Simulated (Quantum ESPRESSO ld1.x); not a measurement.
Values are calculated unless marked as measured or tabulated.
Task: The praseodymium ion Pr16+, 43 electrons, occupied as [Kr] 4d7 (the NIST ground configuration). Level of theory: Dirac Kohn-Sham, relativistic LDA (MacDonald-Vosko exchange, VWN5 correlation), spin-unpolarised, spherical densities, point nucleus; open shells are shared between the two j in proportion to 2j + 1 (ld1.x of Quantum ESPRESSO 7.5). Some entries of the table are withheld. Estimate them.

orbital  occ.  eigenvalue (eV)  r(max) (bohr)  <r^2> (bohr^2)
1s1/2       2         -41883.0            (1)       0.0007956
2s1/2       2         -7047.50          0.087         0.01255
2p1/2       2         -6688.43          0.067        0.009174
2p3/2       4         -6211.12          0.072         0.01043
3s1/2       2         -1797.67          0.249             (2)
3p1/2       2         -1643.85          0.236         0.07954
3p3/2       4         -1548.70          0.247         0.08687
3d3/2       4         -1278.74            (3)         0.07045
3d5/2       6         -1258.07            (4)         0.07251
4s1/2       2         -616.750          0.573          0.4075
4p1/2       2         -557.394            (5)          0.4243
4p3/2       4         -534.393            (6)          0.4561
4d3/2     2.8         -435.073          0.606             (7)
4d5/2     4.2         -430.620          0.611             (8)

Result: 
(1) 1s1/2 r(max) (bohr): 0.015
(2) 3s1/2 <r^2> (bohr^2): 0.08480
(3) 3d3/2 r(max) (bohr): 0.199
(4) 3d5/2 r(max) (bohr): 0.201
(5) 4p1/2 r(max) (bohr): 0.577
(6) 4p3/2 r(max) (bohr): 0.596
(7) 4d3/2 <r^2> (bohr^2): 0.4939
(8) 4d5/2 <r^2> (bohr^2): 0.5041
